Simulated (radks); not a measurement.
The mean radii <r> (bohr) of the occupied orbitals of an atom or ion are listed with their occupations. All-electron calculation, Dirac Kohn-Sham, LDA (Slater exchange, Perdew-Zunger correlation), spin-unpolarised, spherical densities, finite nucleus; Fermi nuclear charge, rms radius of each element as measured or else 0.836 A^(1/3) + 0.57 fm. Program: a radial shooting solver on a logarithmic mesh with Libxc functionals.

| orbital | occ. | <r> |
|---|---|---|
| 1s1/2 | 2 | 0.06657 |
| 2s1/2 | 2 | 0.3089 |
| 2p1/2 | 2 | 0.2726 |
| 2p3/2 | 4 | 0.2753 |
| 3s1/2 | 2 | 0.9238 |
| 3p1/2 | 2 | 0.9643 |
| 3p3/2 | 4 | 0.9714 |
| 3d3/2 | 0.4 | 1.076 |
| 3d5/2 | 0.6 | 1.078 |

Name the element and its charge. Open shells, if any, are shared by 2j + 1.

Answer. Z = 23, vanadium, charge +4: V4+ in [Ar] 3d1. The 1s radius gives Z: for a bare nucleus <r> = (2 gamma + 1)/(2Z) with gamma = sqrt(1 - (Z/c)^2), 0.0646 bohr for Z = 23, and screening makes it slightly larger (0.06657 here). The occupations add up to 19, and the charge is Z minus that.
